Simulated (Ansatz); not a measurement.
Dissociation curve of BeH (cation, charge +1), singlet.

RKS-PBE = restricted PBE/aug-cc-pVTZ run with Ansatz (a program for electronic structure); UKS-PBE = unrestricted PBE/aug-cc-pVTZ run with Ansatz; RKS-PBE0 = restricted PBE0/aug-cc-pVTZ run with Ansatz; FCI = full CI/aug-cc-pVTZ, frozen core in Ansatz.

Energies relative to the lowest point of each curve near equilibrium, in eV; the last columns give the error against full CI:

```
R / Å  RKS-PBE  UKS-PBE  RKS-PBE0    FCI  RKS-PBE − FCI  UKS-PBE − FCI  RKS-PBE0 − FCI
-----  -------  -------  --------  -----  -------------  -------------  --------------
1.07     0.767    0.767     0.735  0.723          0.043          0.043           0.011
1.13     0.410    0.410     0.383  0.374          0.036          0.036           0.009
1.21     0.129    0.129     0.111  0.106          0.023          0.023           0.005
1.24     0.069    0.069     0.055  0.051          0.018          0.018           0.004
1.29     0.012    0.012     0.006  0.004          0.008          0.008           0.002
1.33     0.000    0.000     0.000  0.000          0.000          0.000           0.000
1.37     0.012    0.012     0.019  0.020         -0.008         -0.008          -0.001
1.42     0.055    0.055     0.071  0.072         -0.018         -0.018          -0.002
1.44     0.079    0.079     0.099  0.101         -0.022         -0.022          -0.002
1.55     0.270    0.270     0.312  0.311         -0.041         -0.041           0.002
1.62     0.426    0.426     0.485  0.477         -0.051         -0.051           0.007
1.78     0.837    0.837     0.934  0.899         -0.061         -0.061           0.035
1.99     1.403    1.403     1.553  1.448         -0.044         -0.044           0.106
2.20     1.933    1.880     2.138  1.922          0.011         -0.042           0.216
2.38     2.333    2.161     2.585  2.248          0.085         -0.087           0.337
2.70     2.907    2.465     3.241  2.654          0.252         -0.189           0.587
2.89     3.168    2.578     3.548  2.808          0.359         -0.231           0.740
3.22     3.501    2.708     3.955  2.969          0.531         -0.262           0.986
3.64     3.754    2.796     4.288  3.060          0.693         -0.265           1.227
4.00     3.866    2.829     4.456  3.092          0.774         -0.263           1.364
4.66     3.934    2.836     4.598  3.113          0.821         -0.277           1.485
5.23     3.926    2.817     4.633  3.119          0.807         -0.302           1.514
```

RKS-PBE is furthest from FCI at 4.66 (0.821 eV, above); its mean absolute error over the points is 0.214 eV.

UKS-PBE is furthest from FCI at 5.23 (-0.302 eV, below); its mean absolute error over the points is 0.104 eV.

RKS-PBE0 is furthest from FCI at 5.23 (1.514 eV, above); its mean absolute error over the points is 0.393 eV.

The restricted form behind RKS-PBE, RKS-PBE0 keeps the bonding electrons paired and can't separate into open-shell fragments. The unrestricted determinant behind UKS-PBE is spin-contaminated at 2.20 to 5.23 Å (<S²> up to 0.9, against 0.00 for a pure singlet).
